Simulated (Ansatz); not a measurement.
Al(H2S)Cl3 (AlH₂SCl₃): single points at one geometry.

```yaml
crystal:
  periodic: [false, false, false]
  atoms:
    - {symbol: Al, position_ang: [0.125385, -0.215588, -0.976994]}
    - {symbol: S, position_ang: [0.148199, -0.249182, 1.512978]}
    - {symbol: H, position_ang: [0.533462, 1.035926, 1.692072]}
    - {symbol: H, position_ang: [-1.161324, 0.041291, 1.693869]}
    - {symbol: Cl, position_ang: [2.203878, -0.191508, -1.307154]}
    - {symbol: Cl, position_ang: [-0.920074, 1.586886, -1.313671]}
    - {symbol: Cl, position_ang: [-0.929525, -2.007825, -1.301099]}
basis:
  gaussian: {orbitals: def2-TZVP, initial_orbitals: start.molden}
hamiltonian: {xc: pbe0, dispersion: d4}
scf: {omitted_lower_state_checks: [starts]}
output: {orbitals: {seedname: orbitals}}
```

The file start.molden holds the orbitals of an earlier run on this structure, at another level or in another basis.

```sh
$ ansatz run in.yaml --threads 4 --pin off --events-out ev --progress --plain --max-ram 3916MiB
```

Output, abridged:

```
Functional definition: PBE0
1442 factors; their error is unknown
mean field evaluation 1: about -55018.4001 eV, gradient 1.9e2 eV
mean field evaluation 2: about -55021.6677 eV, gradient 4.8e0 eV
mean field evaluation 4: about -55021.8881 eV, gradient 1.6e-1 eV
mean field -55021.88818042 eV, -2022.0170954551 hartree, gradient 6.1e-5 eV, S^2 0.000000; 0 other end points of the search recorded, 0 dependent functions left out
reference -55021.88821171 eV, -2022.0170966050 hartree; 41, 41 occupied and 156, 156 virtual orbitals, 1442 factors
Total energy: -55022.12914545 eV, -2022.0259507565 hartree
Checks for a lower state left out: starts
```

It took 1.1 s on 4 threads of AMD EPYC 9R45 on a shared host, peak host memory 0.65 GiB.

The first input with `hamiltonian: {xc: lda}` (abridged; 0.45 s):

```
Functional definition: SPW92
mean field -54853.49158926 eV, -2015.8286348734 hartree, gradient 1.4e-5 eV, S^2 0.000000
Total energy: -54853.49162819 eV, -2015.8286363038 hartree
Checks for a lower state left out: starts
```

First input, but with `gaussian: {orbitals: STO-3G}`, `hamiltonian: {xc: hf}` (abridged; 0.1 s):

```
Functional definition: HF
mean field -54351.66330765 eV, -1997.3867856754 hartree, gradient 2.0e-5 eV, S^2 0.000000
Total energy: -54351.66330765 eV, -1997.3867856754 hartree
Checks for a lower state left out: starts
```

Geometry: PBE0-D4/def2-SVP.
